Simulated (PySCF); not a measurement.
Mass spectrum arithmetic for `[SiH3]N([SiH3])P1CC=CC1`

Species: `[SiH3]N([SiH3])P1CC=CC1`.

Calculated from tabulated atomic weights, isotope masses and abundances; no fragmentation.

Task: Find the molar and monoisotopic masses of C4H12NPSi2.

Result: For C4H12NPSi2, with standard atomic weights, 2 × 28.085 + 1 × 14.007 + 1 × 30.974 + 4 × 12.011 + 12 × 1.008 = 161.291 g/mol. From the most abundant isotopes (28Si, 14N, 31P, 12C, 1H), 2 × 27.976927 + 1 × 14.003074 + 1 × 30.973762 + 4 × 12.000000 + 12 × 1.007825 = 161.0246 u.

Task: Work out the cluster of the molecular ion M+•, one line a nominal mass.

Result: 
```csv
nominal mass,m/z (centroid),relative intensity
161,161.0240,100.0
162,162.0247,15.0
163,163.0214,7.5
164,164.0223,0.7
165,165.0189,0.1
```

Lines under 0.1 % of the tallest are left out. One electron mass, 0.00055 u, is taken off. Abundances used (%; other tables differ somewhat): 28Si 92.2297, 29Si 4.6832, 30Si 3.0872; 14N 99.632, 15N 0.368; 12C 98.93, 13C 1.07; 1H 99.9885, 2H 0.0115.

Task: What share of all molecules is the monoisotopic species?

Result: 0.922297^2 × 0.99632 × 1 × 0.9893^4 × 0.999885^12 = 81.07 %.

Task: Give the mass fraction of each element.

Result: Si 34.83 %, N 8.68 %, P 19.20 %, C 29.79 %, H 7.50 %.

Task: Which m/z would the protonated, sodiated and deprotonated molecule have?

Result: [M+H]+ 162.0319, [M+Na]+ 184.0138, [M−H]− 160.0173, for the monoisotopic species (arithmetic only; whether such ions form is another matter).

Task: Count the protons, neutrons and electrons of the monoisotopic species, and give its exact less its nominal mass.

Result: 86 protons, 75 neutrons and 86 electrons; 161.0246 − 161 = +0.0246 u.
